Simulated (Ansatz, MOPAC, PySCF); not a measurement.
Ligands exchanged one at a time, Ga NH2-SiH3. Gas-phase values, no solvent. One relaxed conformer stands for each flexible species; it need not be the lowest. Strings in code marks are SMILES.

Quantity: redistribution energy (mixed species minus the weighted end members), in eV. Semi-empirical values (MOPAC) are differences of heats of formation.

Level 1: frozen-core MP2/cc-pVTZ // r2SCAN-D4/def2-TZVP (Ansatz, an electronic-structure program)
Level 2: B3LYP/LANL2DZ // r2SCAN-D4/def2-TZVP (PySCF)
Level 3: frozen-core MP2/6-31G* // r2SCAN-D4/def2-TZVP (PySCF)
Level 4: PM3 // r2SCAN-D4/def2-TZVP (MOPAC)

```json
[
 {"species": "1 of 3 NH2 replaced by SiH3: `[NH2][Ga]([NH2])[SiH3]`", "level 2": "-0.318", "level 3": "-0.171", "level 4": "-0.059"},
 {"species": "2 of 3 NH2 replaced by SiH3: `[NH2][Ga]([SiH3])[SiH3]`", "level 2": "-0.270", "level 3": "-0.234", "level 4": "-0.034"}
]
```

Question: What does level 1 give for each?

Answer: 
- 1 of 3 NH2 replaced by SiH3: `[NH2][Ga]([NH2])[SiH3]`: -0.154
- 2 of 3 NH2 replaced by SiH3: `[NH2][Ga]([SiH3])[SiH3]`: -0.191
